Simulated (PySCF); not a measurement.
C3H5BO2, SMILES C=CB(O)C=O. Atoms are numbered in the order given.

```xyz
11

C      0.0117     2.5541     0.0000
C      0.7011     1.3972     0.0000
B     -0.0041     0.0165     0.0000
O     -1.3486    -0.1042     0.0000
C      0.7519    -1.4179     0.0000
O      0.0615    -2.4253     0.0000
H     -1.0850     2.5509     0.0000
H      0.5005     3.5356     0.0000
H      1.7990     1.4514     0.0000
H     -1.5590    -1.0599     0.0000
H      1.8728    -1.5245     0.0000
```

Geometry optimised at r2SCAN-D4/def2-SVP. The structure was generated by enumeration, and PubChem lists no compound with its InChIKey, so it may never have been made. Other conformers were not sampled.

Method: r2SCAN-D4/def2-SVP (PySCF 2.14.0).

Frequencies are harmonic and unscaled.

```csv
mode,ν (cm⁻¹),IR (km/mol),moving atoms (share of kinetic energy)
1,60,0.0,"C 40 %, O 29 %, H 23 %, B 8 %"
2,161,10.1,"C 42 %, H 33 %, O 23 %"
3,165,4.8,"O 38 %, C 28 %, H 21 %, B 12 %"
4,256,22.4,"O 67 %, H 17 %, C 16 %"
5,389,2.1,"C 53 %, O 34 %, H 11 %"
6,393,1.1,"H 57 %, B 32 %"
7,593,19.1,"C 48 %, H 21 %, O 20 %, B 11 %"
8,601,31.8,"H 48 %, B 29 %, C 21 %"
9,780,67.5,H 89 %
10,784,15.7,"C 50 %, O 28 %, H 20 %"
11,959,22.9,"H 50 %, C 32 %, B 15 %"
12,982,109.0,"H 47 %, B 35 %, C 13 %"
13,1004,28.4,"H 72 %, C 28 %"
14,1023,1.0,"H 76 %, C 17 %"
15,1049,13.7,"H 92 %, C 8 %"
16,1226,163.7,"H 63 %, B 23 %, O 9 %"
17,1307,14.3,"H 66 %, C 26 %"
18,1388,2.3,"H 70 %, C 14 %, O 10 %"
19,1407,65.1,"H 51 %, B 30 %, O 11 %, C 8 %"
20,1463,166.2,"B 43 %, H 35 %, C 11 %, O 10 %"
21,1671,91.8,"C 83 %, H 14 %"
22,1756,64.8,"C 60 %, O 39 %"
23,2842,155.8,H 92 %
24,3119,18.1,H 95 %
25,3132,9.3,"H 92 %, C 8 %"
26,3223,5.9,"H 89 %, C 11 %"
27,3630,140.8,H 94 %
```
